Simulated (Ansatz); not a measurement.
A structure relaxed at PBE0-D4/def2-TZVP, charge 0, multiplicity 1:

```xyz
15

C    -0.859    0.213    2.441
O    -0.380    0.048    1.123
Si    0.259    1.288    0.239
O     0.755    0.631   -1.154
Si    0.864   -0.842   -1.875
O     0.377   -0.783   -3.425
O    -0.067   -1.886   -1.032
H    -1.734    0.870    2.466
H    -0.087    0.627    3.098
H    -1.151   -0.766    2.825
H    -0.781    2.316   -0.016
H     1.399    1.885    0.980
H     2.282   -1.231   -1.923
H    -0.567   -0.792   -3.597
H    -0.311   -1.578   -0.151
```

Give its formula and SMILES.

CH8O4Si2, `CO[SiH2]O[SiH](O)O`.

Point group (tolerance 0.08 Å, 0.16 Å for H)?

C1.

Summarise the bond lengths by kind.

1 × C–O 1.412 Å; 3 × C–H 1.090 to 1.095 Å; 5 × O–Si 1.619 to 1.652 Å; 3 × H–Si 1.471 to 1.485 Å; 2 × H–O 0.959 to 0.965 Å.

All numbers were calculated with Ansatz.
